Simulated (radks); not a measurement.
The numbers below are computed, except where a source is named.
Q: Coherent X-ray form factor from a spherical all-electron density. Level of theory: Dirac Kohn-Sham, PBEsol, spin-unpolarised, spherical densities, finite nucleus; Fermi nuclear charge, rms radius of each element as measured or else 0.836 A^(1/3) + 0.57 fm (a radial shooting solver on a logarithmic mesh with Libxc functionals).

sin(theta)/lambda (1/angstrom)  f0 (electrons)
0.05                                    38.212
0.1                                     36.252
0.15                                    33.848
0.2                                     31.440
0.25                                    29.178
0.3                                     27.107
0.4                                     23.604
0.5                                     20.880
0.6                                     18.675
0.8                                     14.984
1                                       11.888
1.25                                     9.029
1.5                                      7.260
2                                        5.565

The species is in the configuration that NIST lists as its ground one. Which atom or ion scatters so?

A: The zirconium ion Zr+, [Kr] 4d2 5s1. Extrapolating in s^2 from the first two rows gives f0(0) = 38.9, near the electron count 39; among species with that count, the fall with angle is slower the higher Z, and the table is that of Z = 40; from so few rows the species is fixed only to a neighbour or two.
